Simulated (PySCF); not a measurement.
**Relaxation of quartet RuO(OH)**

Level of theory: UPBE0 in PySCF with Ru def2-TZVP with ECP28, O def2-TZVP, H def2-TZVP; scalar-relativistic core potentials, no spin–orbit coupling; density-fitted integrals. A (50,194) grid was used.

A hand-made bent (heavy-atom frame) start, with no symmetry imposed:

```xyz
4
charge 0 multiplicity 4, angstrom
Ru    0.0318   -0.0055   -0.2548
O     1.4325   -0.0055    0.7260
O    -1.5082   -0.0055    0.8235
H    -2.0137    0.7299    1.1775
```

What forces act on the atoms at the start (eV/Å)?


```json
{"atom": "Ru1", "Fx": "0.98", "Fy": "0.25", "Fz": "2.20"}
{"atom": "O2", "Fx": "-1.10", "Fy": "0.03", "Fz": "-1.47"}
{"atom": "O3", "Fx": "-0.27", "Fy": "-0.62", "Fz": "-0.54"}
{"atom": "H4", "Fx": "0.38", "Fy": "0.35", "Fz": "-0.19"}
```

What does it relax to?

It ends at C1 with O–H 0.963 Å, Ru–O 1.670 Å, Ru–O 1.871 Å; H–O–Ru 116.7°, O–Ru–O 129.4° (after a last refinement on a finer grid). A frequency run shows a minimum.

How much energy is released, and in how many steps?

26.7 kJ/mol in 7 steps.

With open d or f shells other occupations or spin states may lie lower. At this level a doublet minimum of Cs symmetry lies 4 kJ/mol below this structure.

The relaxation took 25 s on 4 threads of a shared Arm Neoverse N1 host, with 108 basis functions and 8 gradients; the process peaked at 0.67 GiB. Launch command: `OMP_NUM_THREADS=4 python axn.py task.json out`.
